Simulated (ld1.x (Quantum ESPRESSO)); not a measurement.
**What one change does to a pseudopotential (calcium, TM semilocal)**

* Element: calcium
* Generator: ld1.x (Quantum ESPRESSO) 7.5
* Type: norm-conserving Troullier–Martins (semilocal form)
* Functional: PBE
* Relativity: scalar-relativistic
* Frozen core: [Ar]
* Valence charge: 2
* Reference configuration: 3d0.5 4s1.5 4p0
* Partial waves: 4s (bound): rc 3.65 bohr; 3d (bound): rc 2.65 bohr; 4p (bound, empty): rc 2.85 bohr
* Local potential: the p channel
* Core correction: a·sin(br)/r model core inside 1.45 bohr

Change: all radii but the core radius scaled by about 0.87 (s 3.16, p 2.48, d 2.30 bohr).

Cutoffs: the cutoffs (Ry, on a coarse ladder) from which the occupation-weighted sum of valence levels, in a spherical-Bessel basis at the reference potential, stays within 10 and 1 mRy of its value at 400 Ry; they do not see the model core or the augmentation charge, which bear on the density cutoff. Errors are all-electron minus pseudo energies relative to the spin-unpolarised reference configuration.

Question: What does the change do?

Answer: The potential gets harder (21 Ry and 30 Ry → 30 Ry and 40 Ry); of the 7 tests that both files solve, the error grows in 7 and shrinks in 0 by more than 15 % and 0.3 meV (median size 22.5 → 44.8 meV); neither file shows a bound ghost. A smaller radius makes the pseudo-wave follow the all-electron one further in, where it bends more sharply, so more plane waves are needed. That the errors move this way runs against the usual rule that smaller radii transfer better. A semilocal file is local in each channel, so a ghost entry of none says nothing of the separable form that plane-wave codes build from it.

| quantity | base | changed |
| --- | --- | --- |
| cutoff, loose | 21 Ry | 30 Ry |
| cutoff, tight | 30 Ry | 40 Ry |
| loose cutoff by channel (10 mRy a level) | s 6 Ry, d 25 Ry | s 6 Ry, d 30 Ry |
| bound ghosts | none | none |
| error for 3d0 4s2 4p0, meV [ΔE -1.05 eV] | -23 | -39 |
| error for 3d0 4s1 4p0, meV [ΔE 5.26 eV] | -27 | -45 |
| error for 3d0 4s1.5 4p0, meV [ΔE 1.45 eV] | -22 | -40 |
| error for 3d0 4s0 4p2, meV [ΔE 3.90 eV] | -40 | +75 |
| error for 3d0 4s0 4p1, meV [ΔE 8.30 eV] | -22 | +167 |
| error for 3d1 4s1 4p0, meV [ΔE 1.23 eV] | -12 | -18 |
| error for 3d1 4s0 4p0, meV [ΔE 6.64 eV] | -36 | -60 |
